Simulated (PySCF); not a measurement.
# Unknown compound

The spectra below were simulated for a compound C₆H₁₄NP.

¹H NMR (600 MHz, computed): δ 10.99 (m, 1H), 2.74 (m, 2H), 2.71 (m, 2H), 2.28 (s, 6H), 1.47 (t, 3H).

¹³C{¹H} NMR (computed): δ 217.5 (CH), 61.3 (CH2), 48.0 (CH3, 2C), 35.7 (CH2), 15.8 (CH3).

Calculated, not measured (PySCF 2.14): GFN2-xTB structure, GIAO PBE0/pcSseg-1 shieldings. No relativistic terms, no solvent model, averaged over atoms made equivalent by symmetry, fast rotation or ring inversion, one conformer.

References, each an isolated molecule treated in the same way: TMS for ¹H (σ = 31.72 ppm) and ¹³C (σ = 186.93 ppm).

Which candidate is it?
A. CN=[P@@]1(C)CC[C@@H]1C
B. CC(C)[P@@]1(=N)C[C@H]1C
C. C=C[P@@](C)(=N)C(C)C
D. CC/C=P/CN(C)C

## Answers

D. 

- 5 carbon signals for 6 carbons: some carbons are equivalent by symmetry or fast rotation.
- Carbon types of the structure: 1 × CH, 2 × CH2, 3 × CH3, which accounts for all hydrogens.
- δC 217.5: carbon double-bonded to a heavier main-group atom.
- δC 61.3: sp3 CH2 bonded to N and P; deshielded by the electronegative neighbour.
- δC 35.7: sp3 CH2; saturated and bonded to C and H only.
- δH 10.99: hydrogen on a carbon double-bonded to a heavier main-group atom.
- δH 2.28: hydrogen on a methyl carbon bonded to N; its carbon carries N, hence the downfield position.

The others: C=C[P@@](C)(=N)C(C)C would give 6 carbon signals, not 5; CN=[P@@]1(C)CC[C@@H]1C would give 6 carbon signals, not 5; CC(C)[P@@]1(=N)C[C@H]1C would give 6 carbon signals, not 5.

Splittings by ³¹P in the carbon and heteronuclear signals aren't shown, as no couplings were computed. Shifts are as computed. Against solution values, carbons near 30 ppm lie about +3 ppm off and those near 130 ppm about +5 ppm. Of 1211 compounds with measured shifts, 218 miss one by over three times the rms of a fit or turn the order of signals round; such compounds aren't used in these exercises. No couplings were computed; multiplicities are counted from neighbouring protons, with m where these are inequivalent, close in shift, in a saturated or five-membered ring or joined by F or P, and br s for small geminal =CH2 splittings.
